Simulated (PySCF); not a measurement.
# Structure from NMR data

An unknown has the formula C₃F₆. Its calculated NMR data are:

13C{1H} NMR (computed): δ 168.3 (C), 131.4 (C), 128.8 (C).

PySCF calculation with NMR shieldings at PBE0/pcSseg-1/GIAO and GFN2-xTB geometry; no solvent, one averaged value for each set of equivalent atoms, a single conformation, relativity neglected.

References, each an isolated molecule treated in the same way: 13C vs TMS.

Propose a structure and justify it.

Answers


The formula gives 1 degree of unsaturation (no ring in the answer). 3 carbon signals for 3 carbons: no two carbons are equivalent. Carbon types of the structure: 3 × C. δC 168.3, 131.4: fully substituted alkene carbon. δC 128.8: CF3 carbon; 3 electronegative neighbours deshield it.

Structure: `FC(F)=C(F)C(F)(F)F`.

This is the structure that produced the data.

Splittings by 19F in the carbon and heteronuclear signals aren't shown, as no couplings were computed. Shifts are as computed. Against solution values, carbons near 30 ppm lie about +3 ppm off and those near 130 ppm about +5 ppm. Of 1211 compounds with measured shifts, 218 miss one by over three times the rms of a fit or turn the order of signals round; such compounds aren't used in these exercises.
